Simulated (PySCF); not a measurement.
PySCF input (BP86/def2-TZVPD):

```python
from pyscf import gto, scf, dft

mol = gto.M(
    atom='''
    Li   -0.00000000   -0.00000000   -0.00000000
    F     1.87520030   -0.00004519   -0.02881500
    F    -0.93760611    1.62418276    0.01147264
    F    -0.93759420   -1.62413757    0.01734236
    ''',
    basis='def2-tzvpd',
    charge=-2,
    spin=0,
    verbose=4,
)

mf = dft.RKS(mol, xc='bp86').density_fit(auxbasis='def2-universal-jkfit')
mf.grids.level = 3
mf.conv_tol = 1e-9
mf.max_cycle = 100
mf.max_memory = 1500
mf.kernel()
if not mf.converged:
    mf = mf.newton()
    mf.kernel(mf.make_rdm1())
mf.analyze()
```

End of the output:

```
Extra cycle  E= -307.267982373117  delta_E= 3.91e-11  |g|= 1.7e-05  |ddm|= 1.34e-05
converged SCF energy = -307.267982373117
**** SCF Summaries ****
Total Energy =                        -307.267982373117377
Nuclear Repulsion Energy =              62.441883005388483
One-electron Energy =                 -568.750136254726726
Two-electron Energy =                  199.040270876220859
Two-electron Coulomb Energy =          232.759884176822879
DFT Exchange-Correlation Energy =      -33.719613300602035
HOMO-LUMO gap [eV] =                     2.830901733473256
**** MO energy ****
MO #1   energy= -23.7753716369196  occ= 2
MO #2   energy= -23.775360050852   occ= 2
MO #3   energy= -23.7753558138416  occ= 2
MO #4   energy= -1.39259395678977  occ= 2
MO #5   energy= -0.548118110571382 occ= 2
MO #6   energy= -0.547846443556031 occ= 2
MO #7   energy= -0.547839958046558 occ= 2
MO #8   energy= 0.110178030334885  occ= 2
MO #9   energy= 0.111392811178926  occ= 2
MO #10  energy= 0.111398088663076  occ= 2
MO #11  energy= 0.117986782185548  occ= 2
MO #12  energy= 0.125901701690021  occ= 2
MO #13  energy= 0.125907832747424  occ= 2
MO #14  energy= 0.126672108149929  occ= 2
MO #15  energy= 0.126678595416706  occ= 2
MO #16  energy= 0.134352932479519  occ= 2
MO #17  energy= 0.238386653194538  occ= 0
MO #18  energy= 0.238387239027685  occ= 0
MO #19  energy= 0.241010062763305  occ= 0
MO #20  energy= 0.271627131817211  occ= 0
MO #21  energy= 0.347816450301332  occ= 0
MO #22  energy= 0.347816919231182  occ= 0
MO #23  energy= 0.38512235481805   occ= 0
MO #24  energy= 0.411355113553376  occ= 0
MO #25  energy= 0.411356074200124  occ= 0
MO #26  energy= 0.418360525694789  occ= 0
MO #27  energy= 0.42785595118891   occ= 0
MO #28  energy= 0.42786135820796   occ= 0
MO #29  energy= 0.445052878138364  occ= 0
MO #30  energy= 0.458971027961724  occ= 0
MO #31  energy= 0.491483981571632  occ= 0
MO #32  energy= 0.505979699668982  occ= 0
MO #33  energy= 0.505985026558171  occ= 0
MO #34  energy= 0.61425873212168   occ= 0
MO #35  energy= 0.653477608835511  occ= 0
MO #36  energy= 0.653490675154835  occ= 0
MO #37  energy= 0.766109006487522  occ= 0
MO #38  energy= 0.766110586683634  occ= 0
MO #39  energy= 0.771273323063639  occ= 0
MO #40  energy= 0.771280910055329  occ= 0
MO #41  energy= 0.797960566225668  occ= 0
MO #42  energy= 0.799225084944029  occ= 0
MO #43  energy= 0.875454266667843  occ= 0
MO #44  energy= 0.875474858010549  occ= 0
MO #45  energy= 0.889166385658749  occ= 0
MO #46  energy= 0.91669293754867   occ= 0
MO #47  energy= 0.926110689671636  occ= 0
MO #48  energy= 0.92611182467779   occ= 0
MO #49  energy= 0.993940633059452  occ= 0
MO #50  energy= 0.993942738195778  occ= 0
MO #51  energy= 1.02481706342997   occ= 0
MO #52  energy= 1.04380592208069   occ= 0
MO #53  energy= 1.04382261582469   occ= 0
MO #54  energy= 1.05625627744664   occ= 0
MO #55  energy= 1.05625841183896   occ= 0
MO #56  energy= 1.05695359696714   occ= 0
MO #57  energy= 1.1463061228786    occ= 0
MO #58  energy= 1.14631180399956   occ= 0
MO #59  energy= 1.17174411604035   occ= 0
MO #60  energy= 1.18475658948516   occ= 0
MO #61  energy= 1.23843084566219   occ= 0
MO #62  energy= 1.39264829253625   occ= 0
MO #63  energy= 1.48133868269491   occ= 0
MO #64  energy= 1.48134077871018   occ= 0
MO #65  energy= 1.57004163347069   occ= 0
MO #66  energy= 1.57004814548466   occ= 0
MO #67  energy= 2.24392673211968   occ= 0
MO #68  energy= 2.58765086811908   occ= 0
MO #69  energy= 2.58765678562444   occ= 0
MO #70  energy= 2.61135114684087   occ= 0
MO #71  energy= 2.61976297505794   occ= 0
MO #72  energy= 2.61977888129994   occ= 0
MO #73  energy= 2.64261343088065   occ= 0
MO #74  energy= 2.65626980793797   occ= 0
MO #75  energy= 2.66123789212982   occ= 0
MO #76  energy= 2.66124356191465   occ= 0
MO #77  energy= 2.66250930243441   occ= 0
MO #78  energy= 2.66251517705971   occ= 0
MO #79  energy= 2.67964563772621   occ= 0
MO #80  energy= 2.73149658613947   occ= 0
MO #81  energy= 2.73149921091936   occ= 0
MO #82  energy= 2.75080691639909   occ= 0
MO #83  energy= 3.63241861851769   occ= 0
MO #84  energy= 3.63242099787373   occ= 0
MO #85  energy= 3.64638325945842   occ= 0
MO #86  energy= 3.64642012359619   occ= 0
MO #87  energy= 3.66833872388748   occ= 0
MO #88  energy= 3.70077210982659   occ= 0
MO #89  energy= 3.75093488968323   occ= 0
MO #90  energy= 3.81401239674352   occ= 0
MO #91  energy= 3.81401478346524   occ= 0
MO #92  energy= 4.36532158456496   occ= 0
MO #93  energy= 4.44519701541109   occ= 0
MO #94  energy= 4.44520002877116   occ= 0
MO #95  energy= 6.24703759315205   occ= 0
MO #96  energy= 6.45362001605551   occ= 0
MO #97  energy= 6.45364008004471   occ= 0
MO #98  energy= 7.21293604447101   occ= 0
MO #99  energy= 7.21301352941974   occ= 0
MO #100 energy= 7.21572925403882   occ= 0
MO #101 energy= 7.21593111092959   occ= 0
MO #102 energy= 7.21605061498902   occ= 0
MO #103 energy= 7.2174911079915    occ= 0
MO #104 energy= 7.21758488041252   occ= 0
MO #105 energy= 7.21760131454329   occ= 0
MO #106 energy= 7.2177731452435    occ= 0
MO #107 energy= 7.21815460813527   occ= 0
[...]
```

It need not be the lowest isomer of its formula.
